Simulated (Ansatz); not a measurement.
CH₇AlSi₂, SMILES `C[SiH]1[AlH][SiH2]1`: the same geometry under several functionals.

```yaml
crystal:
  periodic: [false, false, false]
  atoms:
    - {symbol: C, position_ang: [-1.474655, 1.409800, -0.346542]}
    - {symbol: Si, position_ang: [-0.404687, 0.016569, 0.318939]}
    - {symbol: Al, position_ang: [1.635561, -0.534160, 1.452418]}
    - {symbol: Si, position_ang: [1.108980, -1.397728, -0.742395]}
    - {symbol: H, position_ang: [-2.274211, 1.008834, -0.973257]}
    - {symbol: H, position_ang: [-1.923365, 1.972095, 0.475224]}
    - {symbol: H, position_ang: [-0.873354, 2.094311, -0.946828]}
    - {symbol: H, position_ang: [-1.217880, -0.961038, 1.125746]}
    - {symbol: H, position_ang: [2.619043, -0.458662, 2.696900]}
    - {symbol: H, position_ang: [2.024656, -0.538511, -1.562717]}
    - {symbol: H, position_ang: [0.845313, -2.668612, -1.476787]}
basis:
  gaussian: {orbitals: def2-TZVPP}
hamiltonian: {xc: {name: r2SCANh}, dispersion: d4}
output: {orbitals: {seedname: orbitals}}
```

```sh
$ ansatz run in.yaml --threads 2 --pin off --events-out ev --progress --plain --max-ram 4352MiB
```

It prints (some lines left out):

```
Functional definition: r2SCANh
1438 factors; their error is unknown
mean field evaluation 1: about -23492.9644 eV, gradient 5.3e1 eV
mean field evaluation 2: about -23485.0928 eV, gradient 6.9e1 eV
mean field evaluation 4: about -23499.9977 eV, gradient 4.6e0 eV
mean field evaluation 8: about -23500.0670 eV, gradient 1.0e-1 eV
mean field evaluation 16: about -23500.0550 eV, gradient 1.3e-4 eV
mean field -23500.05500928 eV, -863.6110926816 hartree, gradient 5.3e-5 eV, S^2 0.000000; 0 other end points of the search recorded, 0 dependent functions left out
reference -23500.05502384 eV, -863.6110932169 hartree; 27, 27 occupied and 228, 228 virtual orbitals, 1438 factors
Total energy: -23500.12093137 eV, -863.6135152739 hartree
```

Hardware: 2 threads of an Arm Neoverse V2 on a shared host. Wall time 9.5 s, peak host memory 0.67 GiB.

The same input with `hamiltonian: {xc: {name: PBE-QIDH}}` (abridged; 10 s):

```
Functional definition: PBE-QIDH
mean field evaluation 16: about -23479.4415 eV, gradient 7.0e-4 eV
mean field -23479.44153453 eV, -862.8535614569 hartree, gradient 5.9e-6 eV, S^2 0.000000
16 core orbitals not correlated: weight in the atoms' cores, before any rotation towards them, 1.000 or more for the frozen orbitals, at most 0.000 for the correlated occupied ones
second order -15.61556462 eV of doubles, -0.00000000 eV of singles
Total energy: -23484.64673850 eV, -863.0448491746 hartree
```

Changing it to `hamiltonian: {xc: r2scan, dispersion: d4}` and forces (abridged; 8.5 s):

```
Functional definition: r2SCAN
mean field evaluation 16: about -23500.2405 eV, gradient 9.6e-4 eV
mean field -23500.24045916 eV, -863.6179078390 hartree, gradient 5.9e-5 eV, S^2 0.000000
Total energy: -23500.30084960 eV, -863.6201271467 hartree
Atom 0 force    -0.033198     0.023864    -0.015122 eV/Å
Atom 1 force     0.048941    -0.028200     0.024401 eV/Å
Atom 2 force    -0.006182     0.003220    -0.000184 eV/Å
Atom 3 force     0.005613    -0.002402     0.010302 eV/Å
Atom 4 force     0.007128     0.020749     0.006034 eV/Å
Atom 5 force     0.003114    -0.002789    -0.022710 eV/Å
Atom 6 force    -0.023957    -0.006204     0.010314 eV/Å
Atom 7 force     0.002492     0.006084     0.007460 eV/Å
Atom 8 force    -0.009054    -0.005008    -0.015488 eV/Å
Atom 9 force    -0.000214    -0.011630     0.009704 eV/Å
Atom 10 force     0.005318     0.002315    -0.014710 eV/Å
Dipole moment:    -0.076729     0.205242     0.081962 e Å
```

The same input with `hamiltonian: {xc: {name: B97M-V}}` (abridged; 18 s):

```
Functional definition: B97M-V
mean field evaluation 16: about -23497.8445 eV, gradient 1.6e-3 eV
mean field -23497.84451020 eV, -863.5298583389 hartree, gradient 1.9e-5 eV, S^2 0.000000
Total energy: -23497.84458775 eV, -863.5298611888 hartree
```

Changing it to `hamiltonian: {xc: {name: LC-wPBE}}` (abridged; 4.5 s):

```
Functional definition: LC-wPBE
mean field evaluation 16: about -23495.0516 eV, gradient 2.1e-4 eV
mean field -23495.05155940 eV, -863.4272192902 hartree, gradient 5.6e-5 eV, S^2 0.000000
Total energy: -23495.05155941 eV, -863.4272192905 hartree
```

With the line `hamiltonian: {xc: {name: B3LYP}, dispersion: d4}` and forces (abridged; 9 s):

```
Functional definition: B3LYP
mean field evaluation 16: about -23504.9576 eV, gradient 1.2e-4 eV
mean field -23504.95758569 eV, -863.7912590416 hartree, gradient 1.3e-5 eV, S^2 0.000000
Total energy: -23505.36690730 eV, -863.8063013335 hartree
Atom 0 force    -0.061030     0.078046    -0.037417 eV/Å
Atom 1 force    -0.056196    -0.106944     0.121909 eV/Å
Atom 2 force     0.110815     0.017995     0.136043 eV/Å
Atom 3 force     0.095026    -0.058971    -0.154262 eV/Å
Atom 4 force     0.024160     0.038242     0.022033 eV/Å
Atom 5 force     0.007393    -0.011085    -0.050598 eV/Å
Atom 6 force    -0.042502    -0.018726     0.023333 eV/Å
Atom 7 force     0.005846     0.067037    -0.050604 eV/Å
Atom 8 force    -0.045887    -0.004822    -0.058033 eV/Å
Atom 9 force    -0.053010    -0.062857     0.019365 eV/Å
Atom 10 force     0.015385     0.062085     0.028231 eV/Å
Dipole moment:    -0.064371     0.195289     0.091050 e Å
```

B3LYP takes the VWN-RPA correlation (the form of Gaussian; ORCA's B3LYP/G).
